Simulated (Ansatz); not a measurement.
`[F][GeH]([F])[F]` + CH₄ → `[CH3][GeH]([F])[F]` + H–F at 500 K and 1 bar (formal exchange of groups at a Ge–F bond).

Gas-phase electronic energies from Ansatz, PBE0-D4/def2-TZVP geometries. CBS: MP2 limit from def2 TZ/QZ plus the TZ coupled-cluster correction, frozen cores. This one scheme is used for every species. For Ge outer-core shells are correlated without core-valence functions, which leaves a few kJ/mol of doubt a bond. Scalar relativity is left out up to krypton.

```json
{"species": "`[F][GeH]([F])[F]`", "CCSD(T)/CBS energy (Eh)": "-2376.20168", "H − E (kJ/mol)": "71.3", "S (J/(mol·K))": "335.7"}
{"species": "CH₄", "CCSD(T)/CBS energy (Eh)": "-40.46206", "H − E (kJ/mol)": "135.6", "S (J/(mol·K))": "206.8"}
{"species": "`[CH3][GeH]([F])[F]`", "CCSD(T)/CBS energy (Eh)": "-2316.24489", "H − E (kJ/mol)": "168.3", "S (J/(mol·K))": "377.4"}
{"species": "H–F", "CCSD(T)/CBS energy (Eh)": "-100.39570", "H − E (kJ/mol)": "39.4", "S (J/(mol·K))": "188.7"}
```

H − E and S are ideal-gas, rigid-rotor, harmonic terms from PBE0-D4/def2-TZVP. 1 Eh = 2625.50 kJ/mol, R = 8.31446 J/(mol·K).

Task: By hand: ΔE, ΔH, ΔS and ΔG.

Result: ΔE = (-2316.24489) + (-100.39570) − (-2376.20168) − (-40.46206) = 0.02315 Eh = 60.8 kJ/mol. Δ(H − E) = 168.3 + 39.4 − 71.3 − 135.6 = 0.8, so ΔH = 61.6 kJ/mol. ΔS = 377.4 + 188.7 − 335.7 − 206.8 = 23.6 J/(mol·K). ΔG = 61.6 − 500 × (23.6)/1000 = 49.8 kJ/mol.

Task: By hand: the equilibrium constant, and the temperature at which ΔG would vanish if ΔH and ΔS stayed fixed.

Result: log₁₀ K = −ΔG/(RT ln 10) = -5.2. ΔG = 0 at ΔH/ΔS = 2610 K, far beyond where these terms or the molecules hold.

ΔH outweighs TΔS. A doubt of 5 kJ/mol in ΔE shifts log₁₀ K by 0.5 here. These are equilibria of isolated gas molecules and say nothing of rates. Largest T1 diagnostic: 0.012 (customary marks: 0.02 for closed shells, 0.045 for open ones).
